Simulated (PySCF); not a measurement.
# Mn²⁺ (manganese, charge +2) across methods

[Ar] 3d4 4p1, one real determinant (an excited configuration). Computed with PySCF 2.14 in def2-QZVPPD (11s6p5d4f2g, 100 functions), with the non-relativistic Hamiltonian (point nucleus).

```json
{"method": "TPSSh", "E (hartree)": "-1149.671", "mean ε 3p β (eV)": "-78.426", "mean ε 3d α (eV)": "-34.335", "mean ε 4p α (eV)": "-17.424", "Σ⟨r²⟩ (bohr²)": "22.76", "⟨S²⟩": "8.751"}
{"method": "TPSS", "E (hartree)": "-1149.679", "mean ε 3p β (eV)": "-77.228", "mean ε 3d α (eV)": "-33.235", "mean ε 4p α (eV)": "-17.168", "Σ⟨r²⟩ (bohr²)": "22.74", "⟨S²⟩": "8.751"}
{"method": "M06-L", "E (hartree)": "-1149.607", "mean ε 3p β (eV)": "-77.719", "mean ε 3d α (eV)": "-33.419", "mean ε 4p α (eV)": "-17.021", "Σ⟨r²⟩ (bohr²)": "22.61", "⟨S²⟩": "8.751"}
{"method": "UHF", "E (hartree)": "-1148.62180", "mean ε 3p β (eV)": "-87.666", "mean ε 3d α (eV)": "-43.528", "mean ε 4p α (eV)": "-19.363", "Σ⟨r²⟩ (bohr²)": "23.24", "⟨S²⟩": "8.752"}
{"method": "LDA", "E (hartree)": "-1147.248", "mean ε 3p β (eV)": "-77.028", "mean ε 3d α (eV)": "-33.399", "mean ε 4p α (eV)": "-17.281", "Σ⟨r²⟩ (bohr²)": "22.62", "⟨S²⟩": "8.750"}
{"method": "BP86", "E (hartree)": "-1149.786", "mean ε 3p β (eV)": "-77.111", "mean ε 3d α (eV)": "-33.291", "mean ε 4p α (eV)": "-17.321", "Σ⟨r²⟩ (bohr²)": "22.65", "⟨S²⟩": "8.750"}
{"method": "PBE", "E (hartree)": "-1149.395", "mean ε 3p β (eV)": "-76.923", "mean ε 3d α (eV)": "-33.247", "mean ε 4p α (eV)": "-17.226", "Σ⟨r²⟩ (bohr²)": "22.73", "⟨S²⟩": "8.750"}
{"method": "PBE0", "E (hartree)": "-1149.445", "mean ε 3p β (eV)": "-80.005", "mean ε 3d α (eV)": "-36.004", "mean ε 4p α (eV)": "-17.874", "Σ⟨r²⟩ (bohr²)": "22.78", "⟨S²⟩": "8.751"}
{"method": "r2SCAN", "E (hartree)": "-1149.629", "mean ε 3p β (eV)": "-77.766", "mean ε 3d α (eV)": "-33.821", "mean ε 4p α (eV)": "-17.281", "Σ⟨r²⟩ (bohr²)": "22.70", "⟨S²⟩": "8.751"}
```

⟨L²⟩ = 8.01 against 12 for a pure F term, so this real determinant mixes terms.
